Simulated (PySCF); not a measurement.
BClGeH₄O. Atoms are numbered in the order given.

```xyz
8

B      0.4627     0.6862     0.0000
Cl    -0.7743     1.9780     0.0000
Ge    -0.1329    -1.3027     0.0000
H     -1.0000    -1.5991     1.2430
H     -1.0000    -1.5991    -1.2430
H      1.0671    -2.2726     0.0000
O      1.7636     1.0161     0.0000
H      1.9254     1.9727     0.0000
```

Geometry optimised at B3LYP-D3(BJ)/def2-SVP. This is a generated structure with no PubChem entry under its InChIKey; it may be hypothetical. One conformer was computed; it need not be the lowest.

All values below come from PySCF with B3LYP/def2-TZVP.

The molecule is in vacuum.

Computed frontier levels, gap, dipole moment and polarisability:
```json
{
  "highest_occupied_level": "-8.14 eV",
  "lowest_empty_level": "-1.19 eV",
  "orbital_gap": "6.95 eV",
  "dipole_moment": "1.50 D",
  "quadrupole, principal values (traceless, Buckingham form, about the centre of nuclear charge)": "-6.05, -0.45, 6.50 D·Å",
  "mean_static_polarisability": "62.6 bohr³ (9.28 Å³)",
  "polarisability_principal_values": "50.3, 62.5, 75.1 bohr³"
}
```
